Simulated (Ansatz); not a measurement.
Ansatz (a program for electronic structure) input (SVWN5/def2-TZVPD):

Ansatz 0.2 input:
```yaml
crystal:
  periodic: [false, false, false]
  atoms:
    - {symbol: C, position_ang: [2.31671457, -0.19769369, 0.00869972]}
    - {symbol: C, position_ang: [1.12584018, -0.09607204, 0.00422775]}
    - {symbol: C, position_ang: [-0.32909767, 0.02808310, -0.00123583]}
    - {symbol: F, position_ang: [-0.80212808, 0.29736230, 1.22873632]}
    - {symbol: F, position_ang: [-0.91576804, -1.10696915, -0.42144386]}
    - {symbol: F, position_ang: [-0.73288993, 1.01874135, -0.81649565]}
    - {symbol: H, position_ang: [3.37633201, -0.28811470, 0.01267880]}
basis:
  gaussian:
    orbitals: def2-TZVPD
hamiltonian:
  xc: {name: SVWN5}
output: {forces: true}
```

Output:

```
Functional definition: SVWN5
integrals: 0.15 GiB planned
1164 factors; their error is unknown
0.18 GiB of the device are held for the grids
1.29 GiB of device memory are held for the factors and their scratch space
mean field: 1.09 GiB planned
mean field evaluation 1: about -11194.1479 eV, gradient 5.9e1 eV
mean field evaluation 2: about -11186.8811 eV, gradient 8.1e1 eV
mean field evaluation 4: about -11200.5925 eV, gradient 1.4e1 eV
mean field evaluation 8: about -11201.0389 eV, gradient 2.7e-1 eV
mean field evaluation 16: about -11201.0182 eV, gradient 3.8e-4 eV
mean field -11201.01824484 eV, -411.6298281749 hartree, gradient 1.1e-5 eV, S^2 0.000000; 0 other end points of the search recorded, 0 dependent functions left out
the calculation of the forces begins
reference -11201.01829577 eV, -411.6298300468 hartree; 23, 23 occupied and 217, 217 virtual orbitals, 1164 factors
Total energy: -11201.01829577 eV, -411.6298300468 hartree
Atom 0 at     2.316715    -0.197694     0.008700 Å, force     0.239813    -0.020462     0.000901 eV/Å
Atom 1 at     1.125840    -0.096072     0.004228 Å, force    -1.192958     0.101802    -0.004479 eV/Å
Atom 2 at    -0.329098     0.028083    -0.001236 Å, force     0.069081    -0.005920     0.000251 eV/Å
Atom 3 at    -0.802128     0.297362     1.228736 Å, force     0.128708    -0.075691    -0.347669 eV/Å
Atom 4 at    -0.915768    -1.106969    -0.421444 Å, force     0.160832     0.321277     0.118763 eV/Å
Atom 5 at    -0.732890     1.018741    -0.816496 Å, force     0.109138    -0.279586     0.230410 eV/Å
Atom 6 at     3.376332    -0.288115     0.012679 Å, force     0.485386    -0.041420     0.001823 eV/Å
Dipole moment:     0.483694    -0.041275     0.001816 e Å
```
